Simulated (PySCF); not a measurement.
**A survey of $^{19}$F NMR shifts**

Relativity neglected, gas phase, equivalent nuclei averaged, one conformer. GIAO PBE0/pcSseg-1 shieldings; geometry from GFN2-xTB; PySCF 2.14.0 with density-fitted response routines.

Shieldings were converted by a linear fit to measured shifts: $^{19}$F: δ = 146.13 − 0.903σ +14.6 on sp3 carbon (rms 6.0 ppm, 223 shifts, 7.0 ppm with the 5 outliers that the fit left out vs CFCl3, solution or neat liquid). Occasional misses reach two or three times the rms, and more in compound classes unlike the fitted ones.

Question: Give the $^{19}$F shifts of `FC(F)OC1CCC1`.

Answer: 
| compound | environment | δ (ppm) |
| --- | --- | --- |
| FC(F)OC1CCC1 | fluorine of a CF2 group (×2) | -78.6 |

Question: Order these by $^{19}$F shift, lowest first.
A. C=C(/C=C1/CC=N1)CF
B. Cc1ccc(C(=O)Cl)cc1F
C. Cc1cpcpc1F

Answer: A (-230.3 ppm, fluorine on an sp3 carbon), B (-115.1 ppm, aryl fluorine), C (-76.1 ppm, aryl fluorine).
